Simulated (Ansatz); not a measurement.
Basis-set extrapolation for C$_{2}$H$_{8}$ClNOSi (`CC[Si](N)(O)Cl`) (PBE0-D4/def2-TZVP geometry, frozen core, Ansatz). Multiplicity 1, RHF reference.

```json
{"": "HF", "def2-TZVPP": "-958.419839", "def2-QZVPP": "-958.452122"}
{"": "MP2 correlation", "def2-TZVPP": "-1.115203", "def2-QZVPP": "-1.202487"}
{"": "CCSD(T) correlation", "def2-TZVPP": "-1.213872", "def2-QZVPP": "not run"}
```

Energies in hartree. Use E(X) = E(∞) + A·exp(−7.88·√X) for Hartree–Fock and E(X) = E(∞) + B·X^(−2.97) for correlation, with X = 3 and 4, and add CCSD(T) minus MP2 of the smaller set to the MP2 limit.

**Question.** What is the CCSD(T) energy at the basis-set limit?

**Answer.** HF limit: -958.452122 + (-0.032283) × 0.13774 = -958.45657. MP2 limit: -1.202487 + (-0.087284) × 0.74074 = -1.26714. Higher-order term: -1.213872 − (-1.115203) = -0.09867. Total: -959.82238 hartree, 5.13 eV below CCSD(T)/def2-TZVPP.
